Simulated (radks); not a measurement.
Q: The lutetium ion Lu11+ is in [Kr] 4d10 4f(5/2: 6, 7/2: 5) 5s2 5p(1/2: 1, 3/2: 0). Calculated with a radial shooting solver on a logarithmic mesh with Libxc functionals: Dirac Kohn-Sham, relativistic LDA (MacDonald-Vosko exchange, VWN5 correlation), spin-unpolarised, spherical densities, finite nucleus; Fermi nuclear charge, rms radius of each element as measured or else 0.836 A^(1/3) + 0.57 fm. Sub-shells are occupied by j as written (lower j first in brackets). One electron is removed from 5s1/2, 4f5/2, 4f7/2, 5p1/2 in turn, with full relaxation. Which removal costs least, and what does each cost?

A: 5p1/2 222.28 eV; 4f7/2 227.86 eV; 4f5/2 229.83 eV; 5s1/2 252.20 eV. The 5p1/2 electron leaves first.
